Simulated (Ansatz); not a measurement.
F3Sc, SMILES [F][Sc-]([F])[F] (connectivity only; charge and spin as stated), charge -1, multiplicity 2. Atoms are numbered in the order given.

```xyz
4

Sc     0.0000     0.0000     0.0000
F      1.9245     0.0000     0.0000
F     -0.9623     1.6667     0.0000
F     -0.9623    -1.6667     0.0000
```
Charge -1, spin multiplicity 2.

Geometry optimised at B3LYP-D3(BJ)/def2-SVPD. The multiplicity is an assumed one; other spin states were not compared.

Two levels are set side by side: PBE-D3(BJ)/def2-SVPD (Ansatz, a quantum-chemistry and plane-wave program) and B3LYP-D3(BJ)/def2-SVPD (Ansatz). Each level has its own optimised geometry; the coordinates shown are those of the second. Differences are taken from unrounded values.

```csv
quantity,B3LYP-D3(BJ),PBE-D3(BJ),PBE-D3(BJ) minus B3LYP-D3(BJ)
mean bond length (Å),1.925,1.918,-0.006
bond Sc1–F2 (Å),1.925,1.918,-0.006
bond Sc1–F3 (Å),1.925,1.918,-0.006
bond Sc1–F4 (Å),1.925,1.918,-0.006
```

Here PBE gives about what the other level gives.
